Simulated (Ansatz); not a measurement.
Born–Oppenheimer molecular dynamics of CH$_{4}$F$_{2}$Ge (8 atoms, charge 0, multiplicity 1). It starts from a relaxed structure.

Method: RKS PBE-D4/def2-SVP in Ansatz 0.2.0.

```json
{"ensemble": "NVT, Nosé–Hoover chain", "time step": "0.5 fs", "steps asked": "166", "set temperature": "200 K", "thermostat": "time constant 100 fs, chain length 3 (defaults)", "seed": "185188"}
```

First frame:

```xyz
8
Properties=species:S:1:pos:R:3
Ge -0.049 0.071 0.045
C -0.003 -0.002 1.982
H -1.029 -0.132 2.380
H 0.622 -0.860 2.296
H 0.431 0.933 2.387
F 1.599 0.136 -0.551
H -0.835 1.200 -0.664
F -0.674 -1.452 -0.558
```

Question: How far do the bonds stretch over the last three quarters of this one trajectory? (Pairs bonded in most of those frames.)

Answer: 
```csv
bond,mean (Å),spread (Å),shortest,longest
Ge1–C2,1.940,0.004,1.93,1.95
Ge1–F6,1.753,0.012,1.74,1.77
Ge1–H7,1.551,0.049,1.48,1.62
Ge1–F8,1.754,0.001,1.75,1.76
C2–H3,1.107,0.004,1.10,1.12
C2–H4,1.109,0.016,1.08,1.13
C2–H5,1.108,0.013,1.09,1.13
```

Mean temperature of the second half: 124 K. The conserved energy stayed within 0.089 meV per atom of its start (net change 0.088 meV per atom), so the integration is sound. The mean temperature of the second half is 38 % below the set value. A run of 0.083 ps of so small a system gives no equilibrium averages.

The run took 3.6 min on 2 threads of Arm Neoverse V2, on a shared host, peak memory 0.13 GiB.
